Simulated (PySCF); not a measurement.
Computed shifts of a molecule C₄H₁₀OSi, PBE/pcSseg-1 in PySCF, GIAO, gas phase, atoms alike by connectivity averaged where their shifts nearly agree, in ppm (number of nuclei): ¹³C: 86.9 (1), 72.5 (1), 37.8 (1), 33.6 (1). ²⁹Si: -69.5 (1). ¹H: 5.09 (1), 4.89 (1), 4.24 (3), 2.89 (1), 2.68 (1), 1.89 (3). References: ¹³C against TMS (σ = 182.0 ppm); ²⁹Si against TMS (σ = 335.4 ppm); ¹⁷O against H2O (σ = 334.3 ppm); ¹H against TMS (σ = 31.49 ppm), references at their B3LYP-D3(BJ)/def2-TZVP geometries, non-relativistic. Geometry optimised at B3LYP-D3(BJ)/def2-SVP. The values are those of a single conformer.

Problem. Which molecule gave these data?
A) C/C=C(\[SiH3])OC
B) CC(C)[SiH2]C=O
C) C[C@@]1([SiH3])CCO1
D) OCC/C=C/[SiH3]

Solution. C, C[C@@]1([SiH3])CCO1
